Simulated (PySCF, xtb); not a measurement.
BH4P, SMILES BP.

Harmonic wavenumbers (cm⁻¹) from GFN2-xTB in xtb at its own minimum, in rising order: 400, 461, 575, 767, 796, 850, 1119, 1159, 2339, 2431, 2640, 2684.

**Question.** What does PySCF 2.14.0 with B3LYP-D3(BJ)/def2-TZVP give at its own minimum? (An estimate is asked for; the answer gives what the named calculation found.)

**Answer.** 431, 488, 532, 744, 887, 929, 1121, 1187, 2441, 2460, 2603, 2694. Paired by order, the mean absolute difference is 42 cm⁻¹ and the zero-point energies are 23.2 and 23.6 kcal/mol.
